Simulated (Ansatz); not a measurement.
Harmonic frequencies (cm⁻¹) at PBE0-D4/def2-TZVP from Ansatz: 87, 95, 107, 168, 173, 184, 191, 346, 456, 462, 520, 563, 740, 774, 799, 813, 878, 878, 1274, 1439, 1440, 2147, 2156, 2170, 3053, 3145, 3147.

Question: Which molecule is it?
A. `[CH3][Ge]([SiH3])([Cl])[Cl]`
B. `C[Si](N)(O)F`
C. `CC[Si](F)(F)F`
D. `C[Si](Cl)(Cl)[GeH3]`

Answer: D.
